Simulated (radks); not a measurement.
Ionisation of the oxygen ion O3+, [He] 2s2 2p1, to [He] 2s2 as the strength of local exchange is varied. All-electron calculation, non-relativistic Kohn-Sham, Slater X-alpha exchange (alpha = 2/3 is LDA exchange), no correlation, spin-polarised, spherical densities, point nucleus; open shells are filled with parallel spins first. Program: a radial shooting solver on a logarithmic mesh with Libxc functionals.

| alpha | E(O3+) (hartree) | exchange (hartree) | IE (eV) | -e of the level emptied (eV) | <r> of it (bohr) |
|---|---|---|---|---|---|
| 0.577 | -69.52281 | -4.98311 | 73.812 | 62.533 (2p) | 0.9278 |
| 0.667 | -70.30284 | -5.80146 | 76.126 | 64.893 (2p) | 0.9142 |
| 0.875 | -72.12679 | -7.73512 | 81.617 | 70.520 (2p) | 0.8845 |
| 0.937 | -72.67619 | -8.32294 | 83.292 | 72.244 (2p) | 0.8760 |
| 0.96 | -72.88067 | -8.54233 | 83.918 | 72.888 (2p) | 0.8730 |
| 1.005 | -73.28179 | -8.97368 | 85.150 | 74.158 (2p) | 0.8670 |

NIST Atomic Spectra Database: 77.414 eV (measured). The Delta-SCF value meets it near alpha = 0.72. Open shells are spherical and high-spin; term and fine-structure splittings are not resolved.
